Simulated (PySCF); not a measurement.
hydrogen peroxide (H$_{2}$O$_{2}$), singlet, geometry from GFN2-xTB; DF-M062X/6-311++G** in PySCF.

Input for PySCF:
```python
from pyscf import gto, scf, dft
import numpy

mol = gto.M(
    atom='''
O    -0.023120    0.709965   -0.012564
O     0.023120   -0.709965    0.012564
H     0.913898    0.942485   -0.032627
H    -0.913898   -0.942485    0.032627
''',
    basis='6-311++g**',
    charge=0,
    spin=0,
    verbose=4,
)
print('smallest overlap eigenvalue', numpy.linalg.eigvalsh(mol.intor('int1e_ovlp'))[0])

mf = dft.RKS(mol)
mf.xc = 'm062x'
mf = mf.density_fit(auxbasis='def2-universal-jkfit')
mf = scf.addons.remove_linear_dep_(mf, threshold=1e-2, lindep=1e-2)
mf.kernel()
mf.analyze()
```

Problem. What does PySCF print? Leave out banner, timings and long lists.

Solution. 
```
PySCF version 2.14.0

[INPUT] verbose = 4
[INPUT] num. atoms = 4
[INPUT] num. electrons = 18
[INPUT] charge = 0
[INPUT] spin (= nelec alpha-beta = 2S) = 0
[INPUT] symmetry False subgroup None
[INPUT] Mole.unit = angstrom
[INPUT] Symbol           X                Y                Z      unit          X                Y                Z       unit  Magmom
[...]
nuclear repulsion = 37.3135127521885
number of shells = 30
number of NR pGTOs = 88
number of NR cGTOs = 58
basis = 6-311++g**
ecp = {}
input.py:21: DeprecationWarning: remove_linear_dep_ is deprecated and will be removed in a future release. Linear dependency handling is now built into the SCF procedure by default. Linear dependency removal can be controlled using the following settings:
  pyscf.scf.hf.remove_overlap_zero_eigenvalue = True
  pyscf.scf.hf.overlap_zero_eigenvalue_threshold = 1e-6

  mf = scf.addons.remove_linear_dep_(mf, threshold=1e-2, lindep=1e-2)
smallest overlap eigenvalue 0.0009372607828377986
Applying remove_linear_dep_ on SCF object.
Using canonical orthogonalization with threshold 0.01

******** <class 'pyscf.df.df_jk.DFRKS'> ********
method = DFRKS
initial guess = minao
damping factor = 0
level_shift factor = 0
DIIS = <class 'pyscf.scf.diis.CDIIS'>
diis_start_cycle = 1
diis_space = 8
diis_damp = 0
SCF conv_tol = 1e-09
SCF conv_tol_grad = None
SCF max_cycles = 50
direct_scf = False
XC library pyscf.dft.libxc version 7.1.2
    S. Lehtola, C. Steigemann, M. J. T. Oliveira, and M. A. L. Marques,  SoftwareX 7, 1–5 (2018)
XC functionals = m062x
    Y. Zhao and D. G. Truhlar,  Theor. Chem. Acc. 120, 215 (2008)
    Y. Zhao and D. G. Truhlar,  Theor. Chem. Acc. 120, 215 (2008)
radial grids:
    Treutler-Ahlrichs [JCP 102, 346 (1995); DOI:10.1063/1.469408] (M4) radial grids

becke partition: Becke, JCP 88, 2547 (1988); DOI:10.1063/1.454033
pruning grids: <function nwchem_prune>
grids dens level: 3
symmetrized grids: False
atomic radii adjust function: <function treutler_atomic_radii_adjust>
small_rho_cutoff = 0
Set gradient conv threshold to 3.16228e-05
Initial guess from minao.
tot grids = 47784
******** <class 'pyscf.df.df.DF'> ********
auxbasis = def2-universal-jkfit
init E= -151.573731193027
[...]
cycle= 1 E= -151.503676863329  delta_E= 0.0701  |g|= 0.403  |ddm|= 1.44
[...]
cycle= 2 E= -151.520666629577  delta_E= -0.017  |g|= 0.278  |ddm|= 0.395
[...]
cycle= 3 E= -151.532682074809  delta_E= -0.012  |g|= 0.0574  |ddm|= 0.165
[...]
cycle= 4 E= -151.533198189189  delta_E= -0.000516  |g|= 0.00422  |ddm|= 0.0287
[...]
cycle= 5 E= -151.533202661274  delta_E= -4.47e-06  |g|= 0.00146  |ddm|= 0.00408
[...]
cycle= 6 E= -151.533202904556  delta_E= -2.43e-07  |g|= 0.00101  |ddm|= 0.000773
[...]
cycle= 7 E= -151.533202915022  delta_E= -1.05e-08  |g|= 0.000994  |ddm|= 0.000249
[...]
cycle= 8 E= -151.533202908978  delta_E= 6.04e-09  |g|= 0.00101  |ddm|= 5.76e-05
[...]
cycle= 9 E= -151.533202859387  delta_E= 4.96e-08  |g|= 0.00112  |ddm|= 0.000341
[...]
cycle= 10 E= -151.533202822598  delta_E= 3.68e-08  |g|= 0.00123  |ddm|= 0.000216
[...]
cycle= 11 E= -151.533202824914  delta_E= -2.32e-09  |g|= 0.00122  |ddm|= 0.000162
[...]
cycle= 12 E= -151.533202832857  delta_E= -7.94e-09  |g|= 0.0012  |ddm|= 8.59e-05
[...]
cycle= 13 E= -151.533202860403  delta_E= -2.75e-08  |g|= 0.00114  |ddm|= 0.000154
[...]
cycle= 14 E= -151.533202835201  delta_E= 2.52e-08  |g|= 0.00118  |ddm|= 0.000326
[...]
cycle= 15 E= -151.533202832947  delta_E= 2.25e-09  |g|= 0.0012  |ddm|= 0.00043
[...]
cycle= 16 E= -151.533202717186  delta_E= 1.16e-07  |g|= 0.00145  |ddm|= 0.000476
[...]
cycle= 17 E= -151.533202845026  delta_E= -1.28e-07  |g|= 0.00107  |ddm|= 0.000498
[...]
cycle= 18 E= -151.533202747143  delta_E= 9.79e-08  |g|= 0.00107  |ddm|= 0.000699
[...]
cycle= 19 E= -151.533202765163  delta_E= -1.8e-08  |g|= 0.00116  |ddm|= 0.000857
[...]
cycle= 20 E= -151.533202805818  delta_E= -4.07e-08  |g|= 0.00104  |ddm|= 0.000109
[...]
cycle= 21 E= -151.533202795519  delta_E= 1.03e-08  |g|= 0.000995  |ddm|= 0.000303
[...]
cycle= 22 E= -151.533202842163  delta_E= -4.66e-08  |g|= 0.00092  |ddm|= 0.000338
[...]
cycle= 23 E= -151.533202845259  delta_E= -3.1e-09  |g|= 0.000907  |ddm|= 0.000198
[...]
cycle= 24 E= -151.533202866844  delta_E= -2.16e-08  |g|= 0.000895  |ddm|= 0.000802
[...]
cycle= 25 E= -151.53320280141  delta_E= 6.54e-08  |g|= 0.00108  |ddm|= 0.00048
[...]
cycle= 26 E= -151.533202839183  delta_E= -3.78e-08  |g|= 0.000954  |ddm|= 0.000403
[...]
cycle= 27 E= -151.533202839098  delta_E= 8.51e-11  |g|= 0.001  |ddm|= 0.000527
[...]
cycle= 28 E= -151.533202897395  delta_E= -5.83e-08  |g|= 0.000484  |ddm|= 0.00119
[...]
cycle= 29 E= -151.53320290418  delta_E= -6.78e-09  |g|= 0.000657  |ddm|= 0.000645
[...]
cycle= 30 E= -151.533202872949  delta_E= 3.12e-08  |g|= 0.000907  |ddm|= 0.000615
[...]
cycle= 31 E= -151.533202890924  delta_E= -1.8e-08  |g|= 0.000853  |ddm|= 0.00019
[...]
cycle= 32 E= -151.533202863299  delta_E= 2.76e-08  |g|= 0.00103  |ddm|= 0.000421
[...]
cycle= 33 E= -151.533202887753  delta_E= -2.45e-08  |g|= 0.00102  |ddm|= 0.00034
[...]
cycle= 34 E= -151.533202869892  delta_E= 1.79e-08  |g|= 0.00107  |ddm|= 0.000115
[...]
cycle= 35 E= -151.533202880844  delta_E= -1.1e-08  |g|= 0.00103  |ddm|= 0.000142
[...]
cycle= 36 E= -151.533202893631  delta_E= -1.28e-08  |g|= 0.000976  |ddm|= 0.000763
[...]
cycle= 37 E= -151.533202908505  delta_E= -1.49e-08  |g|= 0.000603  |ddm|= 0.000813
[...]
cycle= 38 E= -151.533202859503  delta_E= 4.9e-08  |g|= 0.000805  |ddm|= 0.000476
[...]
cycle= 39 E= -151.533202837492  delta_E= 2.2e-08  |g|= 0.000922  |ddm|= 0.000403
[...]
cycle= 40 E= -151.533202895064  delta_E= -5.76e-08  |g|= 0.000797  |ddm|= 0.000349
[...]
cycle= 41 E= -151.5332029044  delta_E= -9.34e-09  |g|= 0.000864  |ddm|= 0.000446
[...]
cycle= 42 E= -151.533202872515  delta_E= 3.19e-08  |g|= 0.000768  |ddm|= 0.000607
[...]
cycle= 43 E= -151.533202872016  delta_E= 4.99e-10  |g|= 0.000767  |ddm|= 3.1e-05
[...]
cycle= 44 E= -151.533202911904  delta_E= -3.99e-08  |g|= 0.000615  |ddm|= 0.000444
[...]
cycle= 45 E= -151.533202912803  delta_E= -8.99e-10  |g|= 0.000606  |ddm|= 0.000315
[...]
cycle= 46 E= -151.533202897882  delta_E= 1.49e-08  |g|= 0.000529  |ddm|= 0.000668
[...]
cycle= 47 E= -151.533202888438  delta_E= 9.44e-09  |g|= 0.000691  |ddm|= 0.000246
[...]
cycle= 48 E= -151.533202828631  delta_E= 5.98e-08  |g|= 0.00073  |ddm|= 0.000616
[...]
cycle= 49 E= -151.533202861664  delta_E= -3.3e-08  |g|= 0.000777  |ddm|= 0.000268
[...]
cycle= 50 E= -151.533202882587  delta_E= -2.09e-08  |g|= 0.000796  |ddm|= 0.000315
SCF not converged.
SCF energy = -151.533202882587
**** SCF Summaries ****
Total Energy =                        -151.533202882587204
Nuclear Repulsion Energy =              37.313512752188515
One-electron Energy =                 -282.251851245210787
Two-electron Energy =                   93.405135610435082
Two-electron Coulomb Energy =          111.209517958811574
DFT Exchange-Correlation Energy =      -17.804382348376500
HOMO-LUMO gap [eV] =                     9.387264349514325
**** MO energy ****
[...]
 ** Mulliken pop on meta-lowdin orthogonal AOs  **
 ** Mulliken pop  **
 ** Mulliken atomic charges  **
charge of    0O =     -0.36232
charge of    1O =     -0.36230
charge of    2H =      0.36232
charge of    3H =      0.36230
Dipole moment(X, Y, Z, Debye):  0.00036,  0.00013, -0.00003
```

Convergence was not reached.
